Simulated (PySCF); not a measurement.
Magnetisability: `InChI=1S/C3H4BF3S/c5-2-1(3(2)8)4(6)7/h1-3,8H/t1-,2+,3+/m1/s1`

Molfile (atoms numbered from 1):
```
C3H4BF3S
     RDKit          3D

 12 12  0  0  0  0  0  0  0  0999 V2000
    1.7119    1.1538   -1.3396 F   0  0  0  0  0  0  0  0  0  0  0  0
    1.6323    0.7934   -0.0783 B   0  0  0  0  0  0  0  0  0  0  0  0
    2.6153    1.2261    0.6826 F   0  0  0  0  0  0  0  0  0  0  0  0
    0.4407   -0.0228    0.5037 C   0  0  2  0  0  0  0  0  0  0  0  0
   -0.1115   -1.2514   -0.1903 C   0  0  2  0  0  0  0  0  0  0  0  0
    0.4720   -1.6709   -1.3377 F   0  0  0  0  0  0  0  0  0  0  0  0
   -0.9063   -0.0036   -0.2155 C   0  0  1  0  0  0  0  0  0  0  0  0
   -2.4186    0.0487    0.7520 S   0  0  0  0  0  0  0  0  0  0  0  0
    0.3909   -0.0830    1.5854 H   0  0  0  0  0  0  0  0  0  0  0  0
   -0.4241   -2.0994    0.4072 H   0  0  0  0  0  0  0  0  0  0  0  0
   -0.9612    0.5357   -1.1511 H   0  0  0  0  0  0  0  0  0  0  0  0
   -2.4402    1.3726    0.8997 H   0  0  0  0  0  0  0  0  0  0  0  0
  1  2  1  0
  2  3  1  0
  2  4  1  0
  4  5  1  0
  5  6  1  0
  5  7  1  0
  7  8  1  0
  7  4  1  0
  4  9  1  1
  5 10  1  1
  7 11  1  6
  8 12  1  0
M  END
```

Computed, not measured: GIAO KT3/pcSseg-1 magnetisability, rotational g tensor and spin-rotation constants, non-relativistic, gas phase in PySCF. Geometry: GFN2-xTB.

How diamagnetic is it, and how anisotropic?

Isotropic -1255 × 10⁻³⁰ J/T², or -75.6 × 10⁻⁶ cm³/mol; principal values -1473, -1150, -1142 × 10⁻³⁰ J/T², anisotropy 327 × 10⁻³⁰ J/T² (root of half the summed squared differences of the principal values). The susceptibility is in cgs units.

Split it along the inertial axes a, b, c into diamagnetic and paramagnetic parts about the centre of mass, with the quadrupole moment.


| axis | χ (10⁻⁶ cm³/mol) | diamagnetic (10⁻⁶ cm³/mol) | paramagnetic (10⁻⁶ cm³/mol) | summed x² of all electrons (Å²) | quadrupole Θ (D Å) |
| --- | --- | --- | --- | --- | --- |
| a | -79.4 | -532.0 | 452.6 | 239.7 | -7.44 |
| b | -77.4 | -1176.5 | 1099.2 | 87.8 | +2.68 |
| c | -70.0 | -1389.4 | 1319.5 | 37.6 | +4.75 |

Anisotropies 2χaa − χbb − χcc = -11.5 and 2χbb − χaa − χcc = -5.3 × 10⁻⁶ cm³/mol. Θ is traceless in Buckingham's convention.

And the rotational g tensor?


| axis | rotational constant (GHz) | g | nuclear part | electronic part |
| --- | --- | --- | --- | --- |
| a | 2.4795 | -0.0116 | 0.5157 | -0.5272 |
| b | 0.9909 | -0.0083 | 0.5033 | -0.5117 |
| c | 0.8219 | -0.0103 | 0.4992 | -0.5094 |

Asymmetric top; isotopes 11B, 12C, 19F, 1H, 32S; no vibrational averaging.
